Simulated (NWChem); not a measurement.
System: BiCl₂ cation; SMILES [Cl][Bi+][Cl]

The following NWChem deck was run.

```
start job
memory heap 200 mb stack 900 mb global 1100 mb
charge 1
geometry units angstroms noautoz
  Bi     0.000000     0.000000     0.402235
  Cl     1.825369     0.000000    -1.129613
  Cl    -1.825369     0.000000    -1.129613
end
basis spherical
  * library def2-svpd
end
ecp
  Bi library def2-ecp
end
dft
  xc xpbe96 cpbe96
  iterations 150
end
tddft
  nroots 6
  notriplet
end
task tddft energy
```

Geometry: optimised at PBE0/def2-SVP. def2 effective core potentials on Bi; no spin-orbit coupling.

Vertical excitations in the gas phase.

Q: What results follow from this input? (PBE/def2-SVPD with def2 effective core potentials on Bi, full TDDFT.) Quantities: lowest excitation, singlet (eV); oscillator strength of that lowest state; lowest state with f > 0.02, singlet (eV); oscillator strength of that bright state; orbital gap (eV).

A: 
```yaml
lowest excitation, singlet (eV): 2.56
oscillator_strength_of_that_lowest_state: 0.000
lowest state with f > 0.02, singlet (eV): 3.47
oscillator_strength_of_that_bright_state: 0.038
orbital gap (eV): 2.47
```
